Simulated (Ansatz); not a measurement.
`[Cl][Al]1[CH2][AlH]1` + H₂ → `[CH2]1[AlH][AlH]1` + HCl  (hydrogenolysis of the Al–Cl bond)

Isolated molecules relaxed with PBE0-D4/def2-TZVP in Ansatz; ΔE leaves out vibrations. CCSD(T)/CBS is the MP2 limit (def2-TZVPP, def2-QZVPP) plus CCSD(T) − MP2 in def2-TZVPP, frozen cores. This one scheme is used for every species.

`[Cl][Al]1[CH2][AlH]1`:

Z-matrix (Å, degrees):
```
C
Al 1 1.954
Al 1 1.961 2 76.7
H 1 1.091 2 139.7 3 146.1
H 1 1.124 2 88.4 3 -97.0
Cl 2 2.103 1 134.5 3 -170.4
H 3 1.591 1 137.7 2 159.3
```

H₂:

Cartesian coordinates in Å:
```
H 0.151 -0.116 0.321
H -0.151 0.116 -0.321
```

`[CH2]1[AlH][AlH]1`:

Cartesian coordinates in Å:
```
C 0.266 -0.106 0.738
Al -0.015 1.294 -0.603
Al -0.360 -1.111 -0.821
H 0.928 -0.278 1.587
H -0.785 0.011 1.126
H 0.375 2.830 -0.764
H -0.409 -2.641 -1.263
```

HCl:

```xyz
2

Cl    0.198   -0.263   -0.548
H    -0.198    0.263    0.548
```

```tsv
species	CCSD(T)/CBS(def2) energy (Eh)
`[Cl][Al]1[CH2][AlH]1`	-983.67802
H₂	-1.17544
`[CH2]1[AlH][AlH]1`	-524.41301
HCl	-460.38127
```

**Question.** Work out ΔE.

**Answer.** ΔE = (-524.41301) + (-460.38127) − (-983.67802) − (-1.17544) = 0.05918 Eh = +37.1 kcal/mol.

**Question.** What do rigid-rotor, harmonic-oscillator terms from PBE0-D4/def2-TZVP frequencies (298.15 K, 1 bar) make of the CCSD(T)/CBS value? (Estimate.)

**Answer.** The calculation gave: ΔZPE = +0.6 kcal/mol, ΔH = +37.2 kcal/mol, ΔS = 22 J/(mol·K), ΔG = +35.6 kcal/mol.

Largest T1 diagnostic among the species: 0.014.

In def2-TZVPP, CCSD(T) changes the Hartree–Fock value by +2.1 kcal/mol (the triples alone add +1.0 kcal/mol) and MP2 by +4.6 kcal/mol. Leaving LDA and LC-ωPBE aside and taking each functional with its dispersion term where it has one, the values, not all of them listed here, spread over 3.5 kcal/mol, from B97M-V to r2SCAN-D4. The D4 term adds +1.1 kcal/mol with B3LYP and +0.6 kcal/mol with PBE0; it sums over pairs of atoms, weighted by their polarisabilities, and B3LYP, whose exchange is more repulsive, gets the larger term.

B3LYP here is the variant with VWN-RPA as its local correlation; programs differ in this.
